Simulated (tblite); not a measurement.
Compound: C11H15FO.
Geometry (GFN2-xTB, Å), atoms numbered from 1 in this order:
```xyz
28
C11H15FO angstrom
O      3.5643    0.2046   -0.6636
C      2.7152   -0.4096   -0.1203
F      3.0743   -1.5216    0.5995
C      1.2371   -0.1794   -0.0662
C      0.8757    1.0505   -0.9026
C     -0.6329    1.2812   -0.8342
C     -1.3629    0.0567   -1.3846
C     -1.0046   -1.1685   -0.5446
C     -1.4206   -0.9360    0.9074
C     -0.6881    0.2885    1.4538
C     -1.0483    1.5159    0.6177
C      0.8202    0.0502    1.3967
C      0.5021   -1.4145   -0.6129
H      1.4097    1.9231   -0.5210
H      1.1892    0.8962   -1.9369
H     -0.8888    2.1604   -1.4346
H     -2.4416    0.2232   -1.3548
H     -1.0778   -0.1092   -2.4258
H     -1.5253   -2.0484   -0.9374
H     -1.1797   -1.8148    1.5095
H     -2.4994   -0.7778    0.9640
H     -0.9804    0.4554    2.4962
H     -0.5396    2.3981    1.0123
H     -2.1239    1.6966    0.6717
H      1.0849   -0.8209    1.9996
H      1.3513    0.9170    1.7976
H      0.8042   -1.5939   -1.6476
H      0.7649   -2.2958   -0.0245
```

Computed with GFN2-xTB (tblite): harmonic, unscaled wavenumbers at the GFN2-xTB geometry, gas phase. Errors from tens to a few hundred cm⁻¹ against measured bands are possible. One conformer, not necessarily the lowest.

Harmonic wavenumbers (cm⁻¹): 37.7, 142.3, 148.5, 292.3, 302.6, 314.3, 316.7, 381.1, 389.9, 423.6, 429.3, 462.0, 488.8, 629.9, 643.2, 646.8, 683.9, 740.5, 834.1, 878.9, 880.1, 896.7, 900.7, 901.7, 904.0, 950.6, 993.0, 995.0, 996.2, 996.6, 1007.8, 1078.7, 1087.4, 1087.6, 1115.2, 1118.3, 1137.5, 1139.5, 1148.4, 1159.1, 1197.6, 1200.2, 1256.4, 1274.6, 1293.7, 1296.5, 1297.4, 1321.6, 1325.1, 1326.7, 1333.1, 1349.0, 1350.2, 1353.4, 1357.2, 1358.6, 1474.5, 1477.5, 1489.6, 1490.4, 1492.9, 1510.9, 1859.5, 2928.3, 2929.6, 2933.2, 2965.5, 2965.9, 2968.2, 2970.8, 2972.4, 2977.6, 2983.2, 2983.6, 2985.3, 2987.0, 2987.1, 2991.6.

A = 1491, B = 698.9, C = 660.2 MHz; mass 182.111 u (most abundant isotopes); point group Cs, symmetry number 1.

**Question.** What is the zero-point energy?

**Answer.** Half the sum of the wavenumbers: 52948 cm⁻¹ = 633.40 kJ/mol.

**Question.** Entropy at 298.15 K, 1 bar (ideal gas, RRHO, classical rotation)?

**Answer.** Translation 173.77, rotation 127.72, vibration 108.79: S = 410.3 J/(mol K).

**Question.** And Cp and H(298.15 K) − H(0)?

**Answer.** Cp = 186.18 J/(mol K), of which vibrations give 152.92 (their classical limit is 78 R = 648.5); H(298.15 K) − H(0) = 28.82 kJ/mol without the zero-point energy, 18.91 from vibrations.

**Question.** Which modes carry the vibrational entropy at 298.15 K?

**Answer.** 37.7 cm⁻¹: 22.49; 142.3 cm⁻¹: 11.60; 148.5 cm⁻¹: 11.26; 292.3 cm⁻¹: 6.11; 302.6 cm⁻¹: 5.87; 314.3 cm⁻¹: 5.60 J/(mol K); the other 72 give 45.85 together.

**Question.** Blend soft modes into free rotors: weight 1/[1 + (100 cm⁻¹/ν̃)⁴] for the oscillator and the rest for a rotor with moment μB/(μ + B), μ = h/(8π²ν), B = 10⁻⁴⁴ kg m². What vibrational entropy results?

**Answer.** 102.16 J/(mol K) in place of 108.79, which changes −T·S at 298.15 K by +1.98 kJ/mol.

**Question.** What must be added to the electronic energy to get the Gibbs energy at 298.15 K and 1 bar?

**Answer.** ZPE + [H(298.15 K) − H(0)] − T·S = 633.40 + 28.82 − 122.32 = 539.90 kJ/mol.

**Question.** How do the functions run with temperature in this model?

**Answer.** 
| T (K) | S (J/(mol K)) | Cp (J/(mol K)) | H − H(0) (kJ/mol) | G − H(0) (kJ/mol) | ln q(vib) |
| --- | --- | --- | --- | --- | --- |
| 150 | 320.2 | 91.4 | 8.61 | -39.42 | 2.10 |
| 250 | 380.6 | 152.3 | 20.68 | -74.46 | 4.27 |
| 400 | 475.2 | 258.3 | 51.50 | -138.57 | 8.23 |
| 600 | 602.9 | 372.3 | 115.27 | -246.47 | 14.35 |
| 900 | 776.0 | 478.7 | 244.40 | -453.97 | 23.99 |

q(vib) and H(0) count from the zero-point level.

Hindered rotation and anharmonicity are outside this model. Other conformers, if any are populated, would add a mixing term that is left out.

Time: 4.6 s wall. Hardware: one thread, Intel Xeon Platinum 8175M at 2.50 GHz (x86_64), shared host. This covers the Hessian and the dipole derivatives.
